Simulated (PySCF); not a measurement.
Here is a computed PBE0-D3(BJ)/def2-SVP geometry (Å):
```
atom  x, y, z in Å
B1    -1.4676   -0.0484    1.1981
N2    -1.8577   -0.0343   -0.3533
B3    -0.7268    0.0396   -1.4535
N4     0.3037    1.1674   -0.9958
B5     1.7457    0.7501   -0.5226
N6     1.5612   -0.5374    0.3996
H7    -2.4881   -0.0376    1.8726
H8    -0.8268   -1.0838    1.4170
H9    -0.7858    0.9543    1.4472
H10   -2.5270    0.7231   -0.4983
H11   -2.3969   -0.8794   -0.5424
H12   -0.1724   -1.0544   -1.5153
H13   -1.2127    0.3483   -2.5343
H14    0.4187    1.8364   -1.7549
H15   -0.1314    1.6832   -0.2249
H16    2.4343    0.4367   -1.4797
H17    2.2410    1.6315    0.1639
H18    1.3541   -1.3563   -0.1760
H19    0.7454   -0.4466    1.0364
H20    2.4006   -0.7200    0.9476
```

Neutral, closed shell.

(1) Read off the bonds between heavy atoms and their formal orders.

(2) Write the SMILES.

(3) Name the point group.

(4) Describe the place of each heavy atom.

(5) What is the arrangement about B1?

(6) What is the arrangement about N2?

Answers

(1) B1–N2 1.60 Å (single); N2–B3 1.58 Å (single); B3–N4 1.59 Å (single); N4–B5 1.57 Å (single); B5–N6 1.59 Å (single). Bonds to hydrogen (Å): B1–H7 1.22; B1–H8 1.24; B1–H9 1.24; N2–H10 1.02; N2–H11 1.02; B3–H12 1.23; B3–H13 1.22; N4–H14 1.02; N4–H15 1.02; B5–H16 1.22; B5–H17 1.22; N6–H18 1.02; N6–H19 1.04; N6–H20 1.02.

(2) `[BH3-][NH2+][BH2-][NH2+][BH2-][NH3+]`, B3H14N3, NH3BH2NH2BH2NH2BH3.

(3) C1 (no symmetry element, even within 0.4 Å).

(4) B1: four-coordinate boron; N2: nitrogen bonded to 2 B and 2 H; B3: four-coordinate boron; N4: nitrogen bonded to 2 B and 2 H; B5: four-coordinate boron; N6: nitrogen bonded to B and 3 H.

(5) It has 4 neighbours (N2, H7, H8, H9) and is tetrahedral (angles from 107.8° to 110.9°).

(6) It has 4 neighbours (B1, B3, H10, H11) and is distorted tetrahedral (angles from 104.0° to 120.1°).
